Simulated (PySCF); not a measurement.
# From a raw peak list to a structure

Formula C$_{5}$H$_{10}$N$_{2}$. The spectrum was simulated from the full spin Hamiltonian at 700 MHz with 1.0 Hz Lorentzian lines, from shifts rounded to 0.01 ppm and J to 0.1 Hz, couplings under 1 Hz left out. Exchangeable protons (1H) are left uncoupled and out of the list.

Maxima in ppm (height), grouped by integral:
1H: 3.946 (14), 3.933 (16), 3.927 (16), 3.914 (15)
2H: 2.946 (12), 2.933 (9), 2.930 (19), 2.916 (18), 2.895 (2), 2.893 (4), 2.890 (4), 2.888 (2), 2.885 (3), 2.882 (4), 2.880 (4), 2.877 (3), 2.874 (5), 2.872 (5), 2.869 (3), 2.866 (4), 2.864 (5), 2.861 (4), 2.858 (3), 2.855 (3), 2.853 (2), 2.850 (2), 2.847 (2), 2.845 (2)
3H: 1.971 (100), 1.969 (100)
3H: 1.185 (90), 1.175 (89)

13C{1H} NMR (computed): δ 149.5 (C), 57.2 (CH2), 45.8 (CH), 21.3 (CH3), 15.7 (CH3).

[PySCF 2.14: PBE0/pcSseg-1 with gauge-including orbitals; J: B3LYP/pcJ-1 (spin–dipole term only in couplings to heteroatoms); coordinates at the GFN2-xTB level; single conformer; non-relativistic; in vacuum; one averaged value for each set of equivalent atoms]

References, each an isolated molecule treated in the same way: 1H (σref 31.72), 13C (σref 186.93) vs TMS.

(1) Analyse the multiplets.

(2) What is the compound?

Answers

(1) 1H NMR (700 MHz, computed): δ 4.36 (br s, 1H), 3.93 (m, 1H), 2.93 (m, 1H), 2.87 (m, 1H), 1.97 (d, J = 1.8 Hz, 3H), 1.18 (m, 3H). These are first-order names from the parameters used; overlap and second-order distortion can hide them in the list.

(2) SMILES CC1=NNC[C@H]1C.

Atom-mapped SMILES (the numbers label the heavy atoms): `[CH3:1][C:2]1=[N:3][NH:4][CH2:5][C@H:6]1[CH3:7]`. Hydrogens are named by the atom that carries them. Ha(C5) is cis to C7 on the ring; Hb(C5) is trans to C7 on the ring.

1. δ 4.36: H(N4), hydrogen on a nitrogen bonded to O or N.
2. δ 3.93: Hb(C5), hydrogen on an sp3 CH2 bonded to N, coupled to H(C6) (13.6 Hz), Ha(C5) (9.7 Hz).
3. δ 2.93: Ha(C5), hydrogen on an sp3 CH2 bonded to N, coupled to H(C6) (11.5 Hz), Hb(C5) (9.7 Hz).
4. δ 2.87: H(C6), hydrogen on an sp3 CH in a ring, coupled to Hb(C5) (13.6 Hz), Ha(C5) (11.5 Hz), H(C7) (7.5 Hz), H(C1) (1.8 Hz).
5. δ 1.97: H(C1), hydrogen on a methyl carbon, coupled to H(C6) (1.8 Hz).
6. δ 1.18: H(C7), hydrogen on a methyl carbon, coupled to H(C6) (7.5 Hz).

This is the structure that produced the data.

OH and NH positions are those of a molecule without intermolecular hydrogen bonds; in solution they move with solvent, concentration and temperature, and exchange usually removes their couplings. Multiplet labels drop couplings under 1 Hz and merge nearly equal ones. Unscaled 3J(H,H) at this level run about 10 % above measured values. Shifts are as computed. Against solution values, carbons near 30 ppm lie about +3 ppm off and those near 130 ppm about +5 ppm. Of 1211 compounds with measured shifts, 218 miss one by over three times the rms of a fit or turn the order of signals round; such compounds aren't used in these exercises. Couplings to exchangeable protons are dropped. Only one conformer was computed, so three-bond couplings in flexible chains and rings are approximate.
